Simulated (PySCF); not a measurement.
Simulated characterisation data

- coordinates at the GFN2-xTB level
- NMR shieldings at PBE0/pcSseg-1/GIAO
- code: PySCF 2.14
- in vacuum, one computed conformer, averaged over atoms made equivalent by symmetry, fast rotation or ring inversion, no relativistic terms

Scale: $^{1}$H (σ = 31.72 ppm), $^{13}$C (σ = 186.93 ppm) vs TMS (reference shieldings calculated alike). Splittings of carbon signals by F and P are missing where no couplings were computed. Where no couplings were computed, multiplicities follow the n + 1 count of equivalent neighbours, and m marks all less simple cases (inequivalent or close neighbours, rings, F or P nearby). Shifts are as computed. Against solution values, carbons near 30 ppm lie about +3 ppm off and those near 130 ppm about +5 ppm. Of 1211 compounds with measured shifts, 218 miss one by over three times the rms of a fit or turn the order of signals round; such compounds aren't used in these exercises.

Compound 1 (C$_{7}$H$_{7}$OP). $^{1}$H NMR (500 MHz, computed): δ 9.75 (m, 1H), 9.42 (m, 1H), 8.86 (m, 1H), 8.43 (m, 1H), 2.78 (s, 3H). $^{13}$C{$^{1}$H} NMR (computed): δ 201.4 (C), 170.9 (CH), 165.0 (CH), 142.3 (C), 139.8 (CH), 136.0 (CH), 28.6 (CH3). Structure: `CC(=O)c1cccpc1`.

Compound 2 (C$_{7}$H$_{7}$OP). $^{1}$H NMR (500 MHz, computed): δ 7.55 (m, 1H), 7.28 (m, 1H), 6.97 (m, 1H), 2.46 (m, 1H), 1.64 (m, 3H). $^{13}$C{$^{1}$H} NMR (computed): δ 147.6 (CH), 146.0 (CH), 131.1 (C), 120.9 (CH), 100.2 (CH), 91.1 (C), 18.3 (CH3). Structure: SMILES C#CP(C)c1ccoc1.
